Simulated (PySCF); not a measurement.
Electronic structure of Cr²⁺ (chromium, charge +2) at the UHF level

Configuration: [Ar] 3d4, high-spin 5D determinant. Computed with PySCF 2.14 in aug-cc-pVDZ-DK (7s6p4d2f, 59 functions), with the spin-free X2C one-electron Hamiltonian (Gaussian nucleus).

```
Total energy                                                  : -1048.879166 hartree
One-electron energy                                           : -1428.5048 hartree
Hartree (Coulomb) energy                                      : 427.3130 hartree
Exchange energy                                               : -47.6873 hartree
⟨S²⟩                                                          : 6.0013
⟨L²⟩                                                          : 6.016
Sum of ⟨r⟩                                                    : 14.59 bohr
Sum of ⟨r²⟩                                                   : 16.26 bohr²
Traceless quadrupole moment −½Σ⟨3z² − r²⟩ along its main axis : -0.504 e·bohr²
Langevin diamagnetic susceptibility                           : -12.9 ×10⁻⁶ cm³/mol
Time after the integrals                                      : 0.37 s of wall time on 1 thread of Neoverse-V1 (shared host)
```

```tsv
shell	electrons	mean orbital energy (eV)	spread (eV)	rms radius, mean of both spins (bohr)
1s α	1	-6064.4	0	0.0734
1s β	1	-6064.3	0	0.0734
2s α	1	-747.05	0	0.316
2s β	1	-744.47	0	0.316
2p α	3	-628.38	0.039	0.287
2p β	3	-625.76	0.803	0.287
3s α	1	-117.78	0	0.965
3s β	1	-109.45	0	0.965
3p α	3	-83.658	1.292	1.04
3p β	3	-73.468	2.001	1.04
3d α	4	-32.506	1.716	1.34
```

Densities and radii are taken from the X2C orbitals without a picture-change correction, which distorts them close to the nucleus.
